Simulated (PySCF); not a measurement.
## How the method changes the constants of SnH

State: ²Π (doublet), unpaired electrons π ↑. Set-up: basis Sn aug-cc-pVDZ-PP with ECP28, H aug-cc-pVDZ; scalar-relativistic core potentials; PySCF 2.14. De refers to Sn + H in their high-spin ground configurations, without counterpoise correction. The functionals are run spin-unrestricted. A positive dipole means Sn(−)H(+).

| Level | Re (Å) | ωe (cm⁻¹) | De (eV) | μ (D) |
| --- | --- | --- | --- | --- |
| UHF | 1.774 | 1774 | 1.69 | -0.37 |
| UHF-MP2 | 1.771 | 1742 | 2.33 | n/a |
| UHF-SCS-MP2 | 1.777 | 1724 | 2.43 | n/a |
| UHF-CCSD | 1.783 | 1683 | 2.50 | n/a |
| UHF-CCSD(T) | 1.785 | 1672 | 2.53 | n/a |
| PBE | 1.806 | 1624 | 2.60 | -0.66 |
| revPBE | 1.811 | 1612 | 2.54 | -0.70 |
| r²SCAN | 1.786 | 1689 | 2.62 | -0.55 |
| TPSSh | 1.789 | 1690 | 2.75 | -0.60 |
| PBE0 | 1.787 | 1696 | 2.56 | -0.55 |
| B97-3 | 1.794 | 1680 | 2.63 | -0.61 |

The bond length runs from 1.771 Å (UHF-MP2) to 1.811 Å (revPBE). De spans 1.69 eV (UHF, mean field) to 2.75 eV (TPSSh, hybrid meta-GGA). Correlation at CCSD(T) changes the Hartree–Fock bond energy by +0.84 eV; the triples alone change it by +0.03 eV.

Correlated steps freeze 4 core orbitals. Correlated levels converge slowly with the basis: in double zeta they bind strong bonds too weakly, by up to about 1 eV, and carry superposition errors of some tenths. Spin–orbit coupling is left out, which matters for elements this heavy, above all for dissociation energies. The state is the lowest determinant that a PBE0 search found; another state may lie lower at other levels.

The whole job (state search and all levels along the bond) took about 1.2 min on 1 thread of Arm Neoverse V1 (shared host), peak memory 0.46 GiB.
